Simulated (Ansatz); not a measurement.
Frontier orbitals of CH3GeNO, SMILES `O[C]1=[N][GeH2]1`.

Z-matrix (Å, degrees):
```
Ge
C 1 1.861
N 1 1.938 2 38.8
H 1 1.525 2 121.0 3 93.8
H 1 1.525 2 121.0 3 -93.9
O 2 1.324 1 153.2 3 180.0
H 6 0.972 2 107.4 1 -180.0
```

Charge 0, multiplicity 1. Correlated methods include outer-core shells of Ge, which these sets cover unevenly. Scalar relativity is left out up to krypton. All single points use the PBE0-D4/def2-TZVP geometry. It is one conformer, not always the lowest. Basis def2-TZVPP, the Gaussian-basis code of Ansatz.

```tsv
functional	HOMO (eV)	LUMO (eV)	gap (eV)
PBE	-5.68	-1.59	4.09
BLYP	-5.57	-1.54	4.03
PBE0	-6.80	-0.78	6.02
CAM-B3LYP	-8.10	0.16	8.26
ωB97M-V	-8.94	1.01	9.95
HF	-9.37	2.24	11.61
```

From PBE to PBE0 the HOMO moves by −1.11 eV and the LUMO by +0.81 eV, and with ωB97M-V by −3.26 and +2.60 eV, so the gap grows from 4.10 to 9.96 eV with exact exchange. A positive LUMO is unbound and depends on the basis.
